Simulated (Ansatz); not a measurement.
Consider the redistribution: `[NH2][GaH][CH2][SiH3]` + `O[SiH](F)CCl` → `[SiH3][CH2][GaH][Cl]` + `NC[SiH](O)F`.

Program: Ansatz. Geometries: PBE0-D4/def2-TZVP. ΔE: electronic, gas phase. CCSD(T)/CBS adds triple-zeta CCSD(T) − MP2 to the extrapolated MP2 energy (def2 sets, frozen cores). Functionals use def2-TZVPP. For Ga outer-core shells are correlated without core-valence functions, which leaves a few kJ/mol of doubt a bond. Scalar relativity is left out up to krypton. Each species was taken in one conformer, which may not be the lowest.

CCSD(T)/CBS gives -57.5 kJ/mol.

Question: Another level gave -66.5 kJ/mol. Which?
A. HF/def2-TZVPP
B. BLYP-D4/def2-TZVPP
C. LC-ωPBE/def2-TZVPP
D. BHLYP/def2-TZVPP

Answer: C. LC-ωPBE -66.5, BLYP-D4 -60.3, BHLYP -71.2, HF/def2-TZVPP -77.5 kJ/mol.

Question: What do rigid-rotor, harmonic-oscillator terms from PBE0-D4/def2-TZVP frequencies (298.15 K, 1 bar) make of the CCSD(T)/CBS value? (An estimate is asked.)

Answer: Ansatz gave: ΔZPE = +6.8 kJ/mol, ΔH = -51.7 kJ/mol, ΔS = -3 J/(mol·K), ΔG = -50.9 kJ/mol. Modes under 50 cm⁻¹ make the entropy rough.

Largest T1 diagnostic among the species: 0.013.

From r2SCAN to r2SCAN0 (25 % exact exchange), in def2-TZVPP and without D4, ΔE moves by −4.1 kJ/mol. Leaving LDA and LC-ωPBE aside and taking each functional with its dispersion term where it has one, the values, not all of them listed here, spread over 9.6 kJ/mol, from BHLYP-D4 to BLYP-D4.

CCSD(T)/CBS has its own doubt, a few kJ/mol and more with outer-core shells, so smaller differences from it don't rank the levels.
